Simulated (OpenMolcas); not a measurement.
Ge: effect of the IPEA shift

| Property | Result |
| --- | --- |
| Program | OpenMolcas 26.06 |
| Basis | ANO-RCC-VTZP [6s5p3d1f] |
| Scalar Hamiltonian | DKH2, point nucleus |
| Active space | 4 electrons in 8 orbitals (4s 4p 5s 5p) |
| State averaging | 2S+1 = 3 even, 3 roots; 2S+1 = 1 even, 6 roots; 2S+1 = 5 odd, 1 root; 2S+1 = 3 odd, 5 roots |
| Spin-orbit coupling | state interaction with AMFI integrals over the reference wave functions, term energies averaged over their components |

Methods on the same reference wave functions:
A. CASSCF
B. SS-CASPT2, IPEA 0 Eh, imaginary shift 0.1 Eh (closed shells correlated: 3d)
C. SS-CASPT2, IPEA 0.25 Eh, imaginary shift 0.1 Eh (closed shells correlated: 3d)

Energies in cm-1 above 4s2 4p2 3P0, the measured ground level; measured values from NIST Handbook of Basic Atomic Spectroscopic Data.

```csv
Level,A,B,C,Measured
4s2 4p2 3P0,0.0,0.0,0.0,0.0
4s2 4p2 3P1,466,456,458,557
4s2 4p2 3P2,1203,1192,1192,1410
4s2 4p2 1D2,9150,8770,8580,7125
4s2 4p2 1S0,16043,18310,18010,16367
4s 4p3 5S* 2,32491,38710,38310,41927
```

Deviations, from unrounded energies. A percentage is the sum of absolute deviations over the sum of measured energies, with the sign that they share, or ± where signs differ.

```tsv
Against measurement	Levels	A	B	C
mean absolute deviation (cm-1)	5	2400	1400	1400
fine structure of the ground term (%)	2	-15.1	-16.2	-16.1
other terms of the ground configuration (%)	2	±10.0	+15.3	+13.2
other configurations (%)	1	-22.5	-7.7	-8.6
```

B, C lie about equally close to measurement and A furthest from it. The largest miss of C in the table is 4s 4p3 5S* 2, by -3600 cm-1. The ranking rests on the paired levels alone, and a cruder setting can come out closer through cancelling errors.

Between B and C the level of the table that moves most is 4s 4p3 5S* 2, by 400 cm-1 (lowest in C, highest in B). Moves below CASPT2's spread within the term are not significant.

The mean deviations of B to C differ by less than CASPT2's widest spread within a term (82 cm-1), so their order carries little weight.

From A to B the spin-free energies of the other terms of 4s2 4p2 shown, above 3P, scale by factors of 0.95 to 1.15.

The lowest spin-free term lies below A's lowest term by 0.431 hartree in B, 0.427 hartree in C.

CASPT2 does not keep the components of a term degenerate, so their means are used; among the terms shown or strongly mixed into the levels shown the widest spread is 82 cm-1 (4s2 4p2 1D, C). Over all roots computed the reference weight is 0.88 to 0.95 in B, 0.90 to 0.96 in C; the roots of lowest weight are the least certain, and an intruder state may touch them. Active for correlation alone: 5p 5s; no level in the range computed is led by a configuration that fills them, so any true level of that kind is missing. Terms of s pⁿ other than that of highest spin mix with s² pⁿ⁻² d, which this space lacks; all of them can be thousands of cm-1 off, and some have no real level of that name. Without dynamic correlation excited terms often stand tens of per cent too high (terms of higher spin than the ground term too low), and those without a measured partner can miss by more than the paired ones (holds for A). Some terms miss by over 15 % even with CASPT2, which points to a basis or an active space too small for the shells correlated (holds for B; C). Computed and measured levels are paired by configuration, term and J; levels that our copy of the source lacks, or whose pairing is in doubt (as where it misses far off the trend of its configuration), stay unpaired and out of the deviations. Only configurations of the active space appear. The table leaves out levels that lie high or whose names do not pair safely across all columns.

* marks odd parity.
